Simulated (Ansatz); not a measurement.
A structure relaxed at B3LYP-D4/def2-SVP in Ansatz, charge 0, singlet:

Cartesian coordinates in Å:
```
Nb -0.138 -1.157 0.933
Nb -1.481 0.132 -0.134
S 0.795 1.174 0.419
S 0.824 -0.149 -1.217
```

(1) Give its formula and point group.

(2) Summarise the bond lengths by kind (pairs closer than 1.2 times the sum of covalent radii, bridged metal pairs left out).

Results:

(1) Nb₂S₂. Point group C2v (tolerance 0.1 Å).

(2) 4 × Nb–S 2.56 Å; 1 × S–S 2.10 Å.

In the def2 sets Nb takes a core potential; there is no spin–orbit coupling. The restricted singlet is unstable towards broken spin symmetry in Hartree–Fock (as tested in another run); at B3LYP-D4/def2-SVP this wasn't settled. No other spin state of charge 0 was run. Another isomer (singlet) lies 2.70 eV lower at PBE0-D4/def2-TZVP; other spin states weren't run for this one.
